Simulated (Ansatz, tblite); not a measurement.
Forces on Hg₂O⁺ at its PBE0-D4/def2-TZVP geometry. Charge 1, multiplicity 2.

In the def2 sets Hg takes a core potential; there is no spin–orbit coupling. The xTB rows come from tblite. The structure comes from a short search, and lower isomers may exist.

GFN1-xTB (tblite), largest force 0.46 eV/Å:

```xyz
3
positions Å, forces eV/Å
Hg    1.590   -0.983    0.100   -0.239    0.032    0.162
Hg   -1.344    1.162   -0.590    0.043   -0.174    0.228
O    -0.246   -0.179    0.490    0.196    0.142   -0.390
```

GFN2-xTB (tblite), largest force 0.30 eV/Å:

```
Hg 0.073 -0.147 0.161
Hg -0.202 0.053 0.096
O 0.129 0.094 -0.257
```

PBE-D4/def2-TZVP (Ansatz), largest force 0.32 eV/Å:

```
Hg 0.282 -0.136 -0.040
Hg -0.187 0.206 -0.151
O -0.095 -0.070 0.191
```
